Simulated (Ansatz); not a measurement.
Conformers of CH₉ClN₂Si₂ (`N[SiH2]C[SiH](N)Cl`), each relaxed with PBE0-D4/def2-TZVP in Ansatz. CBS adds the triple-zeta coupled-cluster correction to the MP2 limit.

Not all of them had a frequency check.

Conformer A:

Cartesian coordinates in Å:
```
N -1.424 -0.048 1.507
Si 0.262 0.238 1.681
C 0.934 0.847 0.043
Si 0.716 -0.331 -1.366
N -0.955 -0.654 -1.588
Cl 1.618 0.480 -3.054
H -1.713 -0.658 0.755
H -1.996 -0.174 2.326
H 1.082 -0.948 2.080
H 0.429 1.261 2.749
H 0.452 1.797 -0.212
H 2.006 1.048 0.150
H 1.389 -1.632 -1.157
H -1.585 0.133 -1.654
H -1.217 -1.361 -2.258
```

Conformer B:

Cartesian coordinates in Å:
```
N -1.385 -0.784 -0.964
Si 0.237 -1.394 -0.877
C 1.233 -0.443 0.396
Si 0.632 1.286 0.680
N -0.875 1.237 1.465
Cl 0.571 2.187 -1.211
H -1.532 0.068 -1.487
H -2.111 -1.449 -1.183
H 0.102 -2.821 -0.478
H 0.966 -1.334 -2.175
H 1.192 -0.962 1.359
H 2.277 -0.416 0.071
H 1.544 2.146 1.467
H -1.281 2.070 1.857
H -1.571 0.612 1.080
```

Task: Which is lowest in electronic energy at CCSD(T)/CBS (frozen core, def2 sets), and by how much? (Estimate.)

Result: Computed: B; A lies 4.2 kJ/mol higher.

Task: Give the energies relative to B (kJ/mol) with PBE0-D4/def2-TZVPP, ωB97M-V/def2-TZVPP, PBE/def2-TZVPP, B3LYP/def2-TZVPP, SCS-MP2/def2-TZVPP, CCSD(T)/def2-TZVPP, SCS-MP2/def2-QZVPP. (Estimate.)

Result: Computed: 
```
             level    A
PBE0-D4/def2-TZVPP  4.4
ωB97M-V/def2-TZVPP  5.2
    PBE/def2-TZVPP  1.9
  B3LYP/def2-TZVPP  0.4
SCS-MP2/def2-TZVPP  3.0
CCSD(T)/def2-TZVPP  3.3
SCS-MP2/def2-QZVPP  3.3
```

B3LYP here is the variant with VWN-RPA as its local correlation; programs differ in this.
